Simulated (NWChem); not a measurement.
System: CH3FOSi; SMILES O=C[SiH2]F

NWChem printed, in part:

```
             Northwest Computational Chemistry Package (NWChem) 7.3.0
             --------------------------------------------------------

                             Geometry "geometry" -> ""
                             -------------------------

 Output coordinates in angstroms (scale by  1.889725989 to convert to a.u.)

  No.       Tag          Charge          X              Y              Z
 ---- ---------------- ---------- -------------- -------------- --------------
    1 O                    8.0000     0.08221000    -2.08467200     0.00000000
    2 C                    6.0000    -0.53613100    -1.04816600     0.00000000
    3 Si                  14.0000     0.46737800     0.59038400     0.00000000
    4 F                    9.0000    -0.55182000     1.85810400     0.00000000
    5 H                    1.0000    -1.66161200    -1.05142800     0.00000000
    6 H                    1.0000     1.30073400     0.63656100    -1.23067500
    7 H                    1.0000     1.30073400     0.63656100     1.23067500

 Effective nuclear repulsion energy (a.u.)     154.8024224440

  pbe96 is a nonlocal functional; adding pw91lda local functional.

                                 NWChem DFT Module
                                 -----------------

 Summary of "ao basis" -> "ao basis" (spherical)
 ------------------------------------------------------------------------------
       Tag                 Description            Shells   Functions and Types
 ---------------- ------------------------------  ------  ---------------------
 O                          def2-svp                 6       14   3s2p1d
 C                          def2-svp                 6       14   3s2p1d
 Si                         def2-svp                 8       18   4s3p1d
 F                          def2-svp                 6       14   3s2p1d
 H                          def2-svp                 3        5   2s1p

 in cosmo_initialize ...
 calling solv_data for solv:meg

 solvent parameters
 solvname_short: meg
 solvname_long:  1,2-ethanediol
 dielec:       40.2450
 dielecinf:     2.0501
 nonaqueous SMD model solvent descriptors
 dielec:       40.2450
 sola:          0.5800
 solb:          0.7800
 solc:          0.0000
 solg:         69.0700
 solh:          0.0000
 soln:          1.4318

[...]

                                COSMO-SMD solvation results
                                ---------------------------

             internal energy in gas <Psi(g)|H|Psi(g)> =      -503.857219672420
         internal energy in solvent <Psi(s)|H|Psi(s)> =      -503.855904470672
                               delta internal energy  =         0.001315201748 (    0.83 kcal/mol)
   total free energy in solvent <Psi(s)|H+V/2|Psi(s)> =      -503.863796452790
 polarization energy contribution <Psi(s)|V/2|Psi(s)> =        -0.007891982118 (   -4.95 kcal/mol)
    total free energy in solvent including G(SMD-CDS) =      -503.855666315301
                       G(SMD-CDS) energy contribution =         0.008130137489 (    5.10 kcal/mol)
     1 M fixed-concentration free energy of solvation =         0.001553357119 (    0.97 kcal/mol)

                       DFT Final Molecular Orbital Analysis
                       ------------------------------------

 Vector   18  Occ=2.000000D+00  E=-3.440692D-01
              MO Center=  2.6D-02,  5.8D-01, -6.9D-09, r^2= 3.4D+00
   Bfn.  Coefficient  Atom+Function         Bfn.  Coefficient  Atom+Function
  ----- ------------  ---------------      ----- ------------  ---------------
    50      0.422353  4 F  px                53     -0.290146  4 F  px
     4     -0.262427  1 O  px                19     -0.221426  2 C  py
    51      0.193051  4 F  py                17     -0.179034  2 C  s
     7     -0.162890  1 O  px                66      0.160693  6 H  s
    71      0.160693  7 H  s                 31      0.152031  3 Si s

 Vector   19  Occ=2.000000D+00  E=-3.022019D-01
              MO Center=  7.4D-01,  7.3D-01, -2.5D-08, r^2= 2.8D+00
   Bfn.  Coefficient  Atom+Function         Bfn.  Coefficient  Atom+Function
  ----- ------------  ---------------      ----- ------------  ---------------
    52      0.324152  4 F  pz                66     -0.307579  6 H  s
    71      0.307579  7 H  s                 38      0.254824  3 Si pz
    55     -0.230913  4 F  pz                67     -0.209008  6 H  s
    72      0.209008  7 H  s                  6     -0.140715  1 O  pz
    35     -0.136881  3 Si pz                 9     -0.098118  1 O  pz

 Vector   20  Occ=2.000000D+00  E=-2.091682D-01
              MO Center= -1.8D-01, -1.3D+00, -1.1D-10, r^2= 2.3D+00
   Bfn.  Coefficient  Atom+Function         Bfn.  Coefficient  Atom+Function
  ----- ------------  ---------------      ----- ------------  ---------------
     4      0.435664  1 O  px                 7      0.329100  1 O  px
     5      0.287063  1 O  py                61      0.264850  5 H  s
     8      0.236666  1 O  py                31     -0.236499  3 Si s
    62      0.211532  5 H  s                 17     -0.205769  2 C  s
    37      0.167026  3 Si py                18     -0.165473  2 C  px

 Vector   21  Occ=0.000000D+00  E=-1.018022D-01
              MO Center= -2.4D-01, -1.1D+00,  2.1D-09, r^2= 2.0D+00
   Bfn.  Coefficient  Atom+Function         Bfn.  Coefficient  Atom+Function
  ----- ------------  ---------------      ----- ------------  ---------------
    20      0.493586  2 C  pz                23      0.455407  2 C  pz
     6     -0.425930  1 O  pz                 9     -0.412210  1 O  pz
    41      0.233193  3 Si pz                67      0.231326  6 H  s
    72     -0.231326  7 H  s                 66      0.090701  6 H  s
    71     -0.090701  7 H  s                 45      0.087859  3 Si d  1

[...]
```

Level: PBE/def2-SVP, SMD on the gas-phase geometry. The geometry was optimised at PBE0/def2-SVP. Solvent: ethylene glycol.

**Question.** Reconstruct the input file.

**Answer.** This is not unique; one that fits is the input that was run:
```
start job
memory heap 200 mb stack 900 mb global 1100 mb
geometry units angstroms noautosym nocenter noautoz
  O      0.082210    -2.084672     0.000000
  C     -0.536131    -1.048166     0.000000
  Si     0.467378     0.590384     0.000000
  F     -0.551820     1.858104     0.000000
  H     -1.661612    -1.051428     0.000000
  H      1.300734     0.636561    -1.230675
  H      1.300734     0.636561     1.230675
end
basis spherical
  O library def2-svp
  C library def2-svp
  Si library def2-svp
  F library def2-svp
  H library def2-svp
end
dft
  xc xpbe96 cpbe96
  iterations 150
end
cosmo
  do_cosmo_smd true
  solvent meg
end
task dft energy
```
